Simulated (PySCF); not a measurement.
**Computed properties of YOCl, SMILES [O]=[Y][Cl]**

YOCl, SMILES [O]=[Y][Cl]. Coordinates come from a PBE0-D3(BJ)/def2-TZVP optimisation. The def2 effective core potentials stand for the cores of Y; spin–orbit coupling is left out. The values are those of a single conformer. All values are computed for the isolated molecule unless a solvent is named; none is compared with measurement here.

**Structure.** The optimised structure has Cs symmetry. All 3 harmonic modes at PBE0-D3(BJ)/def2-TZVP (PySCF) are real, so it is a minimum. With heavy atoms numbered as in [Y:1](=[O:2])[Cl:3], the shortest bond between them is Y1–O2 at 1.797 Å and the longest Y1–Cl3 at 2.502 Å.

**Vibrations.** The strongest infrared lines (harmonic, unscaled, degenerate partners summed) lie at 876 cm⁻¹ (261 km/mol, O 85 %, Y 15 %), 335 cm⁻¹ (85 km/mol, Cl 68 %, Y 31 %), 131 cm⁻¹ (27 km/mol, O 64 %, Cl 21 %, Y 15 %). The softest mode is at 131 cm⁻¹ and the zero-point energy is 1.9 kcal/mol.

**Electronic structure.** r2SCAN/def2-TZVPD (PySCF) places the frontier levels at -5.94 and -2.59 eV, a gap of 3.35 eV, and gives a dipole moment of 7.39 D and a mean polarisability of 52.8 bohr³. PBE/def2-TZVPD (PySCF) at the same geometry gives -5.75 and -3.16 eV, so its gap is 0.76 eV narrower. An orbital gap is neither the optical nor the fundamental gap.

**Excitations.** TDDFT-B3LYP/def2-TZVPD (PySCF) has S1 at 2.99 eV (415 nm, f = 0.000, dark); the most intense of the 10 singlets computed lies at 3.34 eV (f = 0.01). T1 (TDA) is at 2.88 eV. TDDFT-PBE/def2-TZVPD (PySCF) puts S1 at 2.62 eV.
